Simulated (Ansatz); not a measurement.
Cl₃Sn (SMILES [Cl][Sn-]([Cl])[Cl]), charge -1, singlet, geometry from GFN2-xTB (such geometries of metal compounds can be far from the true shape) (all electrons, no relativity) (a gas-phase anion, which may not be bound at this level). Base run: PBE0/STO-3G (Ansatz, an electronic-structure program).

Ansatz was given this input:
Ansatz 0.2 input:
```yaml
crystal:
  periodic: [false, false, false]
  atoms:
    - {symbol: Sn, position_ang: [-0.00024598, 0.00560843, 0.57812327]}
    - {symbol: Cl, position_ang: [-1.94257826, -1.06785136, -0.55730815]}
    - {symbol: Cl, position_ang: [0.05159000, 2.20812614, -0.58824027]}
    - {symbol: Cl, position_ang: [1.89171173, -1.15677018, -0.55481414]}
basis:
  gaussian:
    orbitals: STO-3G
hamiltonian:
  xc: pbe0
total_charge: -1
```

The base run was repeated with changes; each row names its change, and settings that it needs were set with it.

| change | basis functions | E (Eh) |
|---|---|---|
| base | 54 | -7330.39631 |
| basis = ANO-RCC-VDZP; relativity = spin-free X2C | 97 | -7560.88832 |
| basis = ANO-RCC-VDZP; relativity = none | 97 | -7233.11056 |
| basis = x2c-TZVPall; relativity = spin-free X2C | 171 | -7561.02237 |
| basis = x2c-TZVPall; relativity = spin-free X2C; nucleus = Gaussian | 171 | -7560.87924 |
| basis = x2c-SVPall; relativity = spin-free X2C | 90 | -7559.80053 |
| basis = x2c-SVPall; relativity = none | 90 | -7270.67498 |
| basis = x2c-TZVPall; relativity = none | 171 | -7287.09467 |
| basis = x2c-SVPall; relativity = spin-free X2C; nucleus = Gaussian | 90 | -7559.67355 |
| basis = ANO-RCC-VDZP; relativity = spin-free X2C; nucleus = Gaussian | 97 | -7560.71957 |

Total energies compare only within one method and basis.

Ansatz warned in this series: the basis is contracted for relativity, which the run leaves out.

A gas-phase anion may not be bound at this level; its values then depend on the basis.

Basis sets contracted for a relativistic Hamiltonian are a mismatch without it, so the rows without relativity aren't non-relativistic limits. No row has spin-orbit coupling; sets with core potentials leave out the core electrons.
